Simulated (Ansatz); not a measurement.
A short molecular-dynamics run on InSn₉H₁₆, a doped cluster cut from the lattice of tin (In on a surface site).

```yaml
crystal:
  periodic: [false, false, false]
  atoms:
    - {symbol: Sn, position_ang: [-1.680172, 1.681561, -1.686578]}
    - {symbol: Sn, position_ang: [1.569217, -1.614154, -1.589220]}
    - {symbol: Sn, position_ang: [-1.571876, -1.619097, 1.548623]}
    - {symbol: In, position_ang: [1.622206, 2.103729, 1.599495]}
    - {symbol: Sn, position_ang: [-3.235300, 0.040474, -0.006468]}
    - {symbol: Sn, position_ang: [-0.078783, -3.345659, -0.101151]}
    - {symbol: Sn, position_ang: [-0.006506, 0.034947, -3.240542]}
    - {symbol: Sn, position_ang: [-0.144747, 3.444250, -0.116674]}
    - {symbol: Sn, position_ang: [3.030949, -0.153349, 0.341886]}
    - {symbol: Sn, position_ang: [0.343149, -0.146473, 3.022007]}
    - {symbol: H, position_ang: [-2.770926, 2.504733, -2.769690]}
    - {symbol: H, position_ang: [2.725685, -2.511234, -2.537841]}
    - {symbol: H, position_ang: [-2.511536, -2.512105, 2.717429]}
    - {symbol: H, position_ang: [2.698478, 2.979771, 2.669410]}
    - {symbol: H, position_ang: [-4.306652, -0.985269, -0.913160]}
    - {symbol: H, position_ang: [-4.219561, 0.999964, 1.056704]}
    - {symbol: H, position_ang: [-1.113375, -4.292039, -1.125040]}
    - {symbol: H, position_ang: [0.868270, -4.442090, 0.855107]}
    - {symbol: H, position_ang: [-0.927747, -0.992967, -4.297666]}
    - {symbol: H, position_ang: [1.037982, 0.993753, -4.244786]}
    - {symbol: H, position_ang: [0.674856, 4.511237, -1.223035]}
    - {symbol: H, position_ang: [-1.283168, 4.442386, 0.742965]}
    - {symbol: H, position_ang: [4.420343, 0.653482, -0.352854]}
    - {symbol: H, position_ang: [3.669094, -1.259349, 1.521922]}
    - {symbol: H, position_ang: [-0.362005, 0.702056, 4.381732]}
    - {symbol: H, position_ang: [1.527923, -1.226156, 3.701424]}
basis:
  gaussian: {orbitals: def2-SVP}
magnetization: {spin_polarized: true, initial_magnetization: 1}
hamiltonian: {xc: {name: revPBE}, dispersion: d3bjatm}
md: {timestep: 1 fs, n_steps: 25, ensemble: nve, temperature: 1000, initial_velocities: maxwell_boltzmann, seed: 633}
scf: {omitted_lower_state_checks: [starts]}
```

```sh
$ ansatz run in.yaml --threads 2 --pin off --events-out ev --progress --plain --max-ram 32768MiB --backend cuda --devices 0, --max-vram 18GiB
```

```json
{"step": "0", "time (fs)": "0.0", "potential energy (eV)": "-57934.0725", "kinetic (eV)": "3.1022", "T (K)": "1000", "conserved (eV)": "-57930.9703"}
{"step": "1", "time (fs)": "1.0", "potential energy (eV)": "-57933.9917", "kinetic (eV)": "3.0225", "T (K)": "974", "conserved (eV)": "-57930.9691"}
{"step": "2", "time (fs)": "2.0", "potential energy (eV)": "-57933.7810", "kinetic (eV)": "2.8171", "T (K)": "908", "conserved (eV)": "-57930.9640"}
{"step": "3", "time (fs)": "3.0", "potential energy (eV)": "-57933.5234", "kinetic (eV)": "2.5663", "T (K)": "827", "conserved (eV)": "-57930.9571"}
{"step": "4", "time (fs)": "4.0", "potential energy (eV)": "-57933.3244", "kinetic (eV)": "2.3713", "T (K)": "764", "conserved (eV)": "-57930.9531"}
{"step": "5", "time (fs)": "5.0", "potential energy (eV)": "-57933.2446", "kinetic (eV)": "2.2898", "T (K)": "738", "conserved (eV)": "-57930.9547"}
{"step": "6", "time (fs)": "6.0", "potential energy (eV)": "-57933.2614", "kinetic (eV)": "2.3017", "T (K)": "742", "conserved (eV)": "-57930.9596"}
{"step": "7", "time (fs)": "7.0", "potential energy (eV)": "-57933.3001", "kinetic (eV)": "2.3364", "T (K)": "753", "conserved (eV)": "-57930.9637"}
{"step": "8", "time (fs)": "8.0", "potential energy (eV)": "-57933.2941", "kinetic (eV)": "2.3290", "T (K)": "751", "conserved (eV)": "-57930.9651"}
{"step": "9", "time (fs)": "9.0", "potential energy (eV)": "-57933.2161", "kinetic (eV)": "2.2517", "T (K)": "726", "conserved (eV)": "-57930.9643"}
{"step": "10", "time (fs)": "10.0", "potential energy (eV)": "-57933.0730", "kinetic (eV)": "2.1104", "T (K)": "680", "conserved (eV)": "-57930.9626"}
{"step": "11", "time (fs)": "11.0", "potential energy (eV)": "-57932.8892", "kinetic (eV)": "1.9285", "T (K)": "622", "conserved (eV)": "-57930.9607"}
{"step": "12", "time (fs)": "12.0", "potential energy (eV)": "-57932.6946", "kinetic (eV)": "1.7360", "T (K)": "560", "conserved (eV)": "-57930.9586"}
{"step": "13", "time (fs)": "13.0", "potential energy (eV)": "-57932.5229", "kinetic (eV)": "1.5667", "T (K)": "505", "conserved (eV)": "-57930.9562"}
{"step": "14", "time (fs)": "14.0", "potential energy (eV)": "-57932.4108", "kinetic (eV)": "1.4566", "T (K)": "470", "conserved (eV)": "-57930.9542"}
{"step": "15", "time (fs)": "15.0", "potential energy (eV)": "-57932.3895", "kinetic (eV)": "1.4359", "T (K)": "463", "conserved (eV)": "-57930.9536"}
{"step": "16", "time (fs)": "16.0", "potential energy (eV)": "-57932.4676", "kinetic (eV)": "1.5123", "T (K)": "487", "conserved (eV)": "-57930.9554"}
{"step": "17", "time (fs)": "17.0", "potential energy (eV)": "-57932.6183", "kinetic (eV)": "1.6592", "T (K)": "535", "conserved (eV)": "-57930.9591"}
{"step": "18", "time (fs)": "18.0", "potential energy (eV)": "-57932.7841", "kinetic (eV)": "1.8206", "T (K)": "587", "conserved (eV)": "-57930.9635"}
{"step": "19", "time (fs)": "19.0", "potential energy (eV)": "-57932.8988", "kinetic (eV)": "1.9322", "T (K)": "623", "conserved (eV)": "-57930.9667"}
{"step": "20", "time (fs)": "20.0", "potential energy (eV)": "-57932.9158", "kinetic (eV)": "1.9485", "T (K)": "628", "conserved (eV)": "-57930.9672"}
{"step": "21", "time (fs)": "21.0", "potential energy (eV)": "-57932.8300", "kinetic (eV)": "1.8656", "T (K)": "601", "conserved (eV)": "-57930.9644"}
{"step": "22", "time (fs)": "22.0", "potential energy (eV)": "-57932.6886", "kinetic (eV)": "1.7294", "T (K)": "557", "conserved (eV)": "-57930.9592"}
{"step": "23", "time (fs)": "23.0", "potential energy (eV)": "-57932.5732", "kinetic (eV)": "1.6185", "T (K)": "522", "conserved (eV)": "-57930.9547"}
{"step": "24", "time (fs)": "24.0", "potential energy (eV)": "-57932.5524", "kinetic (eV)": "1.5983", "T (K)": "515", "conserved (eV)": "-57930.9541"}
{"step": "25", "time (fs)": "25.0", "potential energy (eV)": "-57932.6355", "kinetic (eV)": "1.6781", "T (K)": "541", "conserved (eV)": "-57930.9574"}
```

Velocities are drawn at the set temperature; a run this short doesn't reach equilibrium.

In the def2 sets In, Sn take a core potential; there is no spin–orbit coupling.

Frames (Å, forces in eV/Å):

```xyz
26
time=0.0 fs
Sn   -1.680    1.682   -1.687   -0.031    0.012   -0.015
Sn    1.569   -1.614   -1.589    0.017   -0.027   -0.025
Sn   -1.572   -1.619    1.549   -0.037   -0.028    0.027
In    1.622    2.104    1.599    0.015    0.028    0.015
Sn   -3.235    0.040   -0.006   -0.019    0.004   -0.005
Sn   -0.079   -3.346   -0.101   -0.009   -0.032    0.000
Sn   -0.007    0.035   -3.241   -0.010    0.005   -0.036
Sn   -0.145    3.444   -0.117    0.003    0.036   -0.011
Sn    3.031   -0.153    0.342    0.036    0.006   -0.013
Sn    0.343   -0.146    3.022    0.009   -0.001    0.046
H    -2.771    2.505   -2.770   -0.015    0.018   -0.020
H     2.726   -2.511   -2.538    0.030   -0.014   -0.020
H    -2.512   -2.512    2.717   -0.012   -0.012    0.022
H     2.698    2.980    2.669    0.027    0.021    0.027
H    -4.307   -0.985   -0.913   -0.018   -0.018   -0.010
H    -4.220    1.000    1.057   -0.015    0.015    0.018
H    -1.113   -4.292   -1.125   -0.020   -0.014   -0.022
H     0.868   -4.442    0.855    0.018   -0.016    0.015
H    -0.928   -0.993   -4.298   -0.010   -0.018   -0.015
H     1.038    0.994   -4.245    0.023    0.018   -0.016
H     0.675    4.511   -1.223    0.008    0.014   -0.015
H    -1.283    4.442    0.743   -0.021    0.021    0.014
H     4.420    0.653   -0.353    0.026    0.013   -0.016
H     3.669   -1.259    1.522    0.017   -0.028    0.031
H    -0.362    0.702    4.382   -0.018    0.009    0.021
H     1.528   -1.226    3.701    0.007   -0.013    0.004
26
time=3.0 fs
Sn   -1.675    1.687   -1.682   -0.580    0.076   -0.272
Sn    1.580   -1.617   -1.585    0.495   -0.496   -0.650
Sn   -1.579   -1.605    1.549    0.069   -0.032   -0.026
In    1.626    2.098    1.593   -0.625   -0.411   -0.630
Sn   -3.250    0.025    0.000   -0.187    0.640    0.100
Sn   -0.085   -3.344   -0.110   -0.838    0.519   -0.654
Sn   -0.010    0.037   -3.239   -0.895   -0.873    1.173
Sn   -0.151    3.448   -0.124    0.242   -0.058   -0.105
Sn    3.048   -0.147    0.345   -0.248   -0.440    0.443
Sn    0.346   -0.152    3.024    1.026   -1.217   -0.647
H    -2.785    2.514   -2.834    0.347   -0.226    0.364
H     2.742   -2.623   -2.612   -0.540    0.530    0.537
H    -2.547   -2.418    2.734   -0.081   -0.150    0.117
H     2.670    2.859    2.651    0.637    0.530    0.654
H    -4.258   -0.932   -1.019   -0.156   -0.187   -0.054
H    -4.326    1.055    0.992    0.334   -0.348   -0.242
H    -1.149   -4.354   -1.080    0.150    0.193    0.066
H     0.855   -4.365    0.789    0.668   -0.749    0.719
H    -0.841   -0.993   -4.331   -0.255   -0.230   -0.094
H     0.982    0.877   -4.191    1.269    1.138   -1.115
H     0.694    4.374   -1.359   -0.117    0.078    0.257
H    -1.250    4.420    0.815    0.019    0.120   -0.131
H     4.483    0.604   -0.183    0.454    0.325   -0.340
H     3.671   -1.187    1.615   -0.146   -0.021   -0.123
H    -0.253    0.574    4.371   -0.721    0.851    1.204
H     1.424   -1.351    3.868   -0.320    0.435   -0.550
26
time=6.0 fs
Sn   -1.670    1.692   -1.678   -0.846   -0.043   -0.275
Sn    1.590   -1.619   -1.581    0.541   -0.602   -0.887
Sn   -1.586   -1.592    1.550    0.023   -0.161    0.087
In    1.628    2.092    1.586   -0.592   -0.311   -0.618
Sn   -3.265    0.011    0.006   -0.358    0.841   -0.228
Sn   -0.091   -3.342   -0.120   -0.773    0.308   -0.433
Sn   -0.015    0.039   -3.237   -0.437   -0.607    0.746
Sn   -0.157    3.452   -0.132    0.457   -0.115   -0.177
Sn    3.064   -0.142    0.349    0.055   -0.423    0.589
Sn    0.350   -0.158    3.026    0.940   -1.221   -0.023
H    -2.770    2.506   -2.869    0.413   -0.247    0.462
H     2.716   -2.691   -2.643   -0.610    0.688    0.680
H    -2.589   -2.336    2.759   -0.028   -0.170    0.062
H     2.691    2.780    2.685    0.572    0.498    0.610
H    -4.222   -0.893   -1.128   -0.079   -0.160    0.091
H    -4.404    1.081    0.908    0.455   -0.474   -0.241
H    -1.173   -4.399   -1.030    0.207    0.266    0.054
H     0.893   -4.346    0.778    0.519   -0.588    0.625
H    -0.775   -1.010   -4.372   -0.286   -0.202   -0.001
H     1.024    0.848   -4.223    0.926    0.848   -0.731
H     0.704    4.244   -1.472   -0.205    0.167    0.507
H    -1.215    4.407    0.876    0.052    0.181   -0.270
H     4.580    0.581   -0.040    0.226    0.251   -0.371
H     3.660   -1.117    1.699   -0.251   -0.066   -0.237
H    -0.200    0.513    4.453   -0.634    0.769    0.837
H     1.294   -1.440    3.989   -0.290    0.574   -0.858
26
time=9.0 fs
Sn   -1.666    1.698   -1.674   -0.818   -0.350    0.021
Sn    1.602   -1.622   -1.577    0.263   -0.363   -0.760
Sn   -1.593   -1.578    1.551   -0.124   -0.339    0.284
In    1.631    2.085    1.578    0.038    0.125    0.021
Sn   -3.281   -0.003    0.012   -0.312    0.662   -0.857
Sn   -0.099   -3.340   -0.130    0.054   -0.293    0.426
Sn   -0.020    0.040   -3.234    0.765    0.083   -0.575
Sn   -0.163    3.456   -0.140    0.579   -0.223   -0.108
Sn    3.081   -0.136    0.352    0.642   -0.131    0.560
Sn    0.355   -0.165    3.028    0.293   -0.483    1.294
H    -2.723    2.478   -2.866    0.179   -0.050    0.233
H     2.639   -2.703   -2.617   -0.309    0.480    0.461
H    -2.633   -2.268    2.789    0.111   -0.122   -0.093
H     2.758    2.742    2.766   -0.096    0.110   -0.070
H    -4.192   -0.867   -1.228    0.078   -0.063    0.333
H    -4.446    1.068    0.805    0.270   -0.299   -0.012
H    -1.180   -4.423   -0.976    0.109    0.158   -0.070
H     0.972   -4.373    0.818   -0.248    0.157   -0.032
H    -0.732   -1.044   -4.412   -0.164    0.026    0.225
H     1.140    0.888   -4.312   -0.329   -0.097    0.436
H     0.697    4.129   -1.543   -0.163    0.331    0.562
H    -1.175    4.410    0.914    0.042    0.229   -0.352
H     4.694    0.577    0.072   -0.390   -0.018   -0.324
H     3.628   -1.053    1.762   -0.263   -0.173   -0.242
H    -0.200    0.516    4.600   -0.161    0.237   -0.521
H     1.141   -1.481    4.038   -0.045    0.408   -0.840
26
time=12.0 fs
Sn   -1.663    1.703   -1.670   -0.578   -0.796    0.543
Sn    1.613   -1.626   -1.574   -0.434    0.378   -0.140
Sn   -1.600   -1.564    1.552   -0.216   -0.450    0.392
In    1.633    2.079    1.571    0.459    0.381    0.471
Sn   -3.296   -0.017    0.017    0.071    0.324   -1.449
Sn   -0.106   -3.338   -0.140    0.641   -0.437    1.025
Sn   -0.024    0.041   -3.232    1.307    0.255   -1.107
Sn   -0.168    3.459   -0.148    0.598   -0.386    0.133
Sn    3.098   -0.131    0.357    0.888    0.079    0.477
Sn    0.359   -0.172    3.031   -0.262    0.308    1.572
H    -2.661    2.446   -2.845   -0.258    0.291   -0.247
H     2.538   -2.676   -2.554    0.411   -0.232   -0.227
H    -2.667   -2.211    2.811    0.210   -0.100   -0.194
H     2.818    2.714    2.843   -0.560   -0.113   -0.557
H    -4.156   -0.847   -1.301    0.143   -0.048    0.456
H    -4.466    1.031    0.702   -0.166    0.105    0.325
H    -1.178   -4.434   -0.928   -0.067   -0.035   -0.229
H     1.031   -4.390    0.857   -0.696    0.545   -0.405
H    -0.704   -1.076   -4.433   -0.086    0.199    0.372
H     1.233    0.924   -4.369   -0.880   -0.475    0.897
H     0.676    4.043   -1.567    0.016    0.531    0.371
H    -1.133    4.433    0.922   -0.011    0.276   -0.356
H     4.776    0.573    0.155   -0.740   -0.177   -0.332
H     3.574   -1.004    1.805   -0.204   -0.301   -0.154
H    -0.215    0.540    4.708    0.080   -0.017   -1.175
H     0.985   -1.490    4.018    0.333   -0.105   -0.463
26
time=15.0 fs
Sn   -1.660    1.707   -1.665   -0.523   -1.070    0.804
Sn    1.624   -1.629   -1.571   -1.031    1.108    0.445
Sn   -1.608   -1.551    1.554   -0.172   -0.466    0.337
In    1.636    2.073    1.564    0.511    0.421    0.541
Sn   -3.312   -0.030    0.022    0.413    0.257   -1.632
Sn   -0.112   -3.336   -0.149    0.702   -0.274    1.156
Sn   -0.028    0.042   -3.230    1.442    0.238   -0.995
Sn   -0.173    3.463   -0.156    0.567   -0.516    0.457
Sn    3.115   -0.126    0.361    0.691    0.076    0.402
Sn    0.364   -0.179    3.035   -0.622    1.035    1.146
H    -2.620    2.438   -2.844   -0.468    0.458   -0.490
H     2.472   -2.670   -2.512    0.997   -0.909   -0.849
H    -2.685   -2.163    2.818    0.195   -0.136   -0.157
H     2.832    2.678    2.875   -0.659   -0.125   -0.662
H    -4.109   -0.832   -1.336    0.069   -0.148    0.358
H    -4.499    1.002    0.626   -0.434    0.345    0.491
H    -1.181   -4.448   -0.900   -0.140   -0.113   -0.292
H     1.034   -4.363    0.864   -0.703    0.512   -0.397
H    -0.684   -1.092   -4.423   -0.115    0.197    0.334
H     1.253    0.922   -4.352   -0.918   -0.478    0.873
H     0.658    4.002   -1.561    0.244    0.681    0.056
H    -1.091    4.480    0.899   -0.077    0.302   -0.303
H     4.797    0.555    0.209   -0.653   -0.171   -0.363
H     3.503   -0.981    1.835   -0.125   -0.381   -0.073
H    -0.225    0.565    4.718    0.153   -0.090   -1.241
H     0.857   -1.509    3.958    0.654   -0.752    0.054
26
time=18.0 fs
Sn   -1.657    1.711   -1.660   -0.912   -0.946    0.431
Sn    1.634   -1.631   -1.568   -0.648    0.658   -0.037
Sn   -1.615   -1.539    1.555   -0.004   -0.430    0.161
In    1.639    2.067    1.557    0.247    0.308    0.245
Sn   -3.327   -0.043    0.025    0.275    0.744   -1.325
Sn   -0.119   -3.335   -0.157    0.166    0.043    0.764
Sn   -0.030    0.044   -3.229    1.163    0.058   -0.331
Sn   -0.178    3.466   -0.163    0.616   -0.454    0.604
Sn    3.134   -0.121    0.366    0.065   -0.196    0.428
Sn    0.368   -0.185    3.040   -0.543    0.876    0.750
H    -2.615    2.467   -2.880   -0.178    0.227   -0.126
H     2.485   -2.733   -2.534    0.552   -0.372   -0.367
H    -2.686   -2.127    2.812    0.082   -0.213   -0.004
H     2.791    2.632    2.852   -0.428    0.027   -0.398
H    -4.056   -0.831   -1.341   -0.095   -0.309    0.091
H    -4.566    0.999    0.589   -0.147    0.094    0.346
H    -1.194   -4.469   -0.895   -0.027    0.020   -0.215
H     0.979   -4.294    0.839   -0.275    0.092    0.000
H    -0.674   -1.092   -4.385   -0.235    0.027    0.132
H     1.197    0.880   -4.262   -0.455   -0.133    0.411
H     0.660    4.019   -1.548    0.329    0.660   -0.068
H    -1.056    4.552    0.851   -0.110    0.259   -0.246
H     4.765    0.523    0.232   -0.104   -0.001   -0.385
H     3.421   -0.989    1.858   -0.050   -0.348   -0.114
H    -0.222    0.582    4.624    0.090   -0.024   -0.841
H     0.783   -1.587    3.900    0.629   -0.665    0.094
26
time=21.0 fs
Sn   -1.655    1.714   -1.655   -1.343   -0.713   -0.093
Sn    1.644   -1.633   -1.565   -0.060   -0.100   -0.730
Sn   -1.623   -1.526    1.557    0.198   -0.410   -0.011
In    1.643    2.061    1.551   -0.323    0.061   -0.442
Sn   -3.342   -0.056    0.027   -0.080    1.302   -0.986
Sn   -0.125   -3.333   -0.165   -0.712    0.538    0.023
Sn   -0.031    0.045   -3.229    0.088   -0.613    0.940
Sn   -0.182    3.468   -0.170    0.811   -0.106    0.461
Sn    3.152   -0.115    0.372   -0.786   -0.619    0.535
Sn    0.372   -0.191    3.045   -0.028   -0.384   -0.011
H    -2.626    2.515   -2.927    0.189   -0.097    0.358
H     2.543   -2.826   -2.586   -0.115    0.470    0.354
H    -2.679   -2.109    2.805   -0.031   -0.273    0.145
H     2.716    2.590    2.798    0.133    0.334    0.266
H    -4.011   -0.855   -1.338   -0.212   -0.398   -0.109
H    -4.644    1.004    0.582    0.302   -0.288    0.123
H    -1.210   -4.489   -0.909    0.138    0.209   -0.097
H     0.902   -4.219    0.816    0.456   -0.576    0.695
H    -0.685   -1.090   -4.337   -0.358   -0.170   -0.093
H     1.107    0.830   -4.141    0.793    0.745   -0.674
H     0.688    4.091   -1.539    0.175    0.413    0.141
H    -1.030    4.645    0.781   -0.085    0.105   -0.220
H     4.726    0.491    0.222    0.656    0.230   -0.383
H     3.335   -1.027    1.870    0.047   -0.215   -0.261
H    -0.213    0.600    4.462   -0.237    0.370    0.271
H     0.762   -1.718    3.847    0.385    0.183   -0.203
26
time=25.0 fs
Sn   -1.654    1.718   -1.648   -1.525   -0.607   -0.376
Sn    1.657   -1.636   -1.562    0.210   -0.393   -0.983
Sn   -1.632   -1.510    1.559    0.286   -0.503   -0.016
In    1.647    2.054    1.541   -0.792   -0.116   -1.056
Sn   -3.362   -0.071    0.029   -0.330    1.373   -1.103
Sn   -0.134   -3.331   -0.175   -0.659    0.495    0.112
Sn   -0.033    0.047   -3.227   -0.182   -0.873    1.179
Sn   -0.186    3.472   -0.179    1.091    0.583    0.229
Sn    3.175   -0.109    0.379   -0.878   -0.717    0.477
Sn    0.377   -0.199    3.052    0.469   -1.610   -0.900
H    -2.615    2.565   -2.940    0.305   -0.261    0.537
H     2.606   -2.887   -2.609   -0.422    0.832    0.633
H    -2.674   -2.121    2.815    0.005   -0.225    0.107
H     2.641    2.583    2.770    0.602    0.597    0.877
H    -3.978   -0.938   -1.345   -0.141   -0.219    0.069
H    -4.708    0.971    0.588    0.463   -0.423   -0.002
H    -1.213   -4.487   -0.940    0.184    0.234   -0.039
H     0.858   -4.193    0.876    0.362   -0.519    0.591
H    -0.745   -1.108   -4.283   -0.257   -0.065   -0.119
H     1.099    0.868   -4.075    0.987    0.871   -0.916
H     0.745    4.237   -1.503   -0.112   -0.064    0.442
H    -1.006    4.780    0.659   -0.034   -0.203   -0.165
H     4.758    0.477    0.160    0.549    0.104   -0.240
H     3.228   -1.105    1.850    0.227   -0.039   -0.367
H    -0.239    0.682    4.300   -0.562    0.771    1.265
H     0.783   -1.859    3.751    0.155    0.978   -0.236
```

It took 2.2 min on 2 threads of AMD EPYC 7R13 on a shared host and a share (18 GiB) of an NVIDIA H100 80GB HBM3, peak host memory 1.1 GiB.
